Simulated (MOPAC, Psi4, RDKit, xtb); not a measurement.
Two geometries of CH5NO2Si, SMILES N[SiH2]C(=O)O, relaxed at B3LYP-D3(BJ)/def2-SVP with one dihedral held; other torsions can differ between them too.

Structure A

```
10

N      1.9994     0.1366    -0.0100
Si     0.5247    -0.6615     0.4118
C     -1.0559     0.3316    -0.1138
O     -1.6107     0.2132    -1.1814
O     -1.4564     1.2441     0.8038
H      2.2970     0.9592     0.5059
H      2.2758     0.2009    -0.9854
H      0.4913    -0.8487     1.8872
H      0.4437    -1.9434    -0.3333
H     -2.2175     1.7189     0.4163
```

Structure B

```
10

N     -1.7484     0.3534    -0.2826
Si    -0.4818    -0.6358     0.3430
C      1.0809     0.2558    -0.3493
O      1.1016     1.4486    -0.5524
O      2.1597    -0.5285    -0.5384
H     -2.7220     0.2165    -0.0324
H     -1.5231     1.3395    -0.3959
H     -0.2971    -0.6786     1.8289
H     -0.5881    -2.0381    -0.1418
H      2.8846     0.0505    -0.8453
```

Which is lower in energy at the level DF-MP2 (frozen core)/cc-pVTZ // B3LYP-D3(BJ)/def2-SVP (Psi4 1.11), and by how much?

B is lower, by 0.38 kcal/mol (dihedral N1–Si2–C3–O4: 90° in A, 30° in B).

E(B) − E(A) in kcal/mol at the other levels, on the same two geometries: MMFF94 // B3LYP-D3(BJ)/def2-SVP (RDKit) 3.40; B3LYP/def2-TZVP // B3LYP-D3(BJ)/def2-SVP (Psi4) -0.29; B3LYP-D3(BJ)/def2-TZVP // B3LYP-D3(BJ)/def2-SVP (Psi4) -0.48; PBE/def2-TZVP // B3LYP-D3(BJ)/def2-SVP (Psi4) -0.49; PBE-D3(BJ)/def2-TZVP // B3LYP-D3(BJ)/def2-SVP (Psi4) -0.59; M06-2X/def2-TZVP // B3LYP-D3(BJ)/def2-SVP (Psi4) -0.63; HF/cc-pVTZ // B3LYP-D3(BJ)/def2-SVP (Psi4) -0.24; UFF // B3LYP-D3(BJ)/def2-SVP (RDKit) 1.52; PM7, restricted, heats of formation // B3LYP-D3(BJ)/def2-SVP (MOPAC) 2.88; PM3, restricted, heats of formation // B3LYP-D3(BJ)/def2-SVP (MOPAC) 3.27; GFN1-xTB // B3LYP-D3(BJ)/def2-SVP (xtb) -0.85.
